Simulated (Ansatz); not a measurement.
Relaxation of Cl$_{3}$FSi (5 atoms, charge 0, multiplicity 1), to a largest force component of 0.02 eV/Å in at most 40 steps.

Method: Ansatz, RKS PBE0/STO-3G.

```xyz
5
Properties=species:S:1:pos:R:3
Si 0.000 0.000 0.000
Cl 0.000 0.000 2.130
F 1.499 0.000 -0.529
Cl -1.003 1.738 -0.709
Cl -1.003 -1.738 -0.709
```

Task: Where does it end, and by what steps?

Result: The run converged. Limits of this set-up: minimal basis. After 3 steps the energy has fallen by 0.061 eV; Cl2 moved furthest, 0.04 Å.

| step | energy less start (eV) | largest force component (eV/Å) | accepted |
| --- | --- | --- | --- |
| 0 | 0.0000 | 1.504 | yes |
| 1 | -0.0579 | 0.435 | yes |
| 2 | -0.0606 | 0.116 | yes |
| 3 | -0.0610 | 0.005 | yes |

```xyz
5
Properties=species:S:1:pos:R:3
Si -0.015 0.000 0.006
Cl -0.008 0.000 2.094
F 1.504 0.000 -0.531
Cl -0.994 1.707 -0.693
Cl -0.994 -1.707 -0.693
```

Run time: 7 s on 1 thread of Arm Neoverse V2 (shared host), peak memory 0.11 GiB.
